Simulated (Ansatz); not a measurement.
The same path of C$_{2}$H$_{7}$FGeSe (12 atoms, charge 0, multiplicity 1) was run 3 times with different band settings. The coordinate that changes most is the dihedral H10–Ge4–Se5–H12.

Computed with Ansatz 0.2.0, RHF/def2-SVP.

Relaxed end points:

```xyz
12
Properties=species:S:1:pos:R:3
C -0.944 -1.168 0.623
C 0.266 -0.278 0.808
F -0.086 0.802 1.592
Ge 1.063 0.464 -0.852
Se -0.523 1.781 -2.019
H -1.332 -1.472 1.596
H -0.675 -2.066 0.064
H -1.736 -0.648 0.083
H 1.046 -0.818 1.349
H 2.284 1.309 -0.482
H 1.455 -0.660 -1.818
H -0.741 2.698 -0.910
```

```xyz
12
Properties=species:S:1:pos:R:3
C -0.943 -1.169 0.713
C 0.256 -0.281 0.960
F -0.087 0.694 1.873
Ge 0.990 0.659 -0.626
Se -0.690 2.116 -1.465
H -1.294 -1.588 1.657
H -0.676 -1.993 0.049
H -1.762 -0.611 0.259
H 1.063 -0.864 1.410
H 2.226 1.456 -0.204
H 1.356 -0.340 -1.731
H -0.362 1.866 -2.862
```

Common settings: spring 5.0 eV/Å²; start path IDPP; force threshold 0.05 eV/Å; end points relaxed.

| run | movable images | climbing image | optimiser | iteration limit |
| --- | --- | --- | --- | --- |
| 1 | 9 | yes | quadratic models (default) | 38 |
| 2 | 4 | no | quadratic models (default) | 60 |
| 3 | 9 | yes | lbfgs | 52 |

Problem. What does each run give, and how far can it be trusted?

Solution. Run 1: converged after 6 iterations, highest image 0.073 eV above the first end. A vibrational analysis at the climbing image gives one clearly imaginary mode, 101i cm⁻¹: a first-order saddle point.
Run 2: converged after 5 iterations, highest image 0.075 eV above the first end. No image climbed, so the highest image needn't sit at the top of the path.
Run 3: converged after 33 iterations, highest image 0.080 eV above the first end. The order of the stationary point at the top wasn't checked.
